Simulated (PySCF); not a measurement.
# Electron correlation in I⁺ (iodine, charge +1)

[Kr] 4d10 5s2 5p4, high-spin 3P determinant. Computed with PySCF 2.14 in def2-SVP with the def2 core potential (28 electrons) (4s4p2d, 26 functions), with scalar relativity through the core potential. Frozen: 4s2 4p6 4d10; 6 electrons correlated.

MP2 pair energies summed by pair of shells (mhartree):

```csv
pair,energy,share (%)
5p-5p,-29.81,48.9
5s-5p,-26.59,43.6
5s-5s,-4.55,7.5
```

Total MP2 correlation energy: -60.96 mhartree.

Same-spin part -15.25 and opposite-spin part -45.71 mhartree; SCS-MP2 scales them by 1/3 and 6/5 to -59.93 mhartree.

```
  level  correlation energy (mhartree)
   CCSD                         -74.52
    (T)                          -0.71
CCSD(T)                         -75.23
```

Diagnostics: T1 = 0.0063, D1 = 0.0204, largest double amplitude 0.055.

Question: Is a single reference adequate?

Answer: Yes, within this model without spin-orbit coupling: T1 lies below 0.03 and no double amplitude reaches 0.07.
